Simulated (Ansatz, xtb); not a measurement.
Reaction (SMILES): CCC([SeH])CC [pentane-3-selenol] → CCCC[Se]C
Each molecule is optimised on its own at B3LYP-D3(BJ)/def2-TZVP (Ansatz, a first-principles code), one conformer each, not searched for the lowest.

Wanted: isomerisation energy (electronic energy difference), in kcal/mol. Valence correlation only, unless marked. No spin-orbit coupling. Frozen are the shells of the preceding noble gas and the d and f shells that filled before the atom's block. Non-relativistic. CBS(X,Y): correlation extrapolated as X^-3; Hartree-Fock from the larger set.

```csv
level,program,isomerisation energy (kcal/mol)
GFN1-xTB,xtb,…
PBE-D4/def2-TZVPD,Ansatz + dftd4,1.5
r2SCAN/def2-TZVPD,Ansatz,1.1
r2SCAN-D3(BJ)/def2-TZVPD,Ansatz + dftd3,1.5
B97M-V/def2-TZVPD,Ansatz,…
PBE0/STO-3G,Ansatz,-4.4
PBE0-D4/def2-TZVP,Ansatz + dftd4,…
r2SCANh/def2-TZVPD,Ansatz,1.2
B2PLYP-D4/def2-TZVPD,Ansatz + dftd4,1.2
SCS-MP2/6-31G,Ansatz,-3.4
SCS-MP2/aug-cc-pVDZ,Ansatz,3.7
CCSD/STO-3G,Ansatz,-4.4
"CCSD(T)/CBS(cc-pVTZ,cc-pVQZ)",Ansatz,1.5
```

### Question
Complete the blanks.

### Answer

- GFN1-xTB, isomerisation energy (kcal/mol): 6.8
- B97M-V/def2-TZVPD, isomerisation energy (kcal/mol): 2.2
- PBE0-D4/def2-TZVP, isomerisation energy (kcal/mol): 1.7
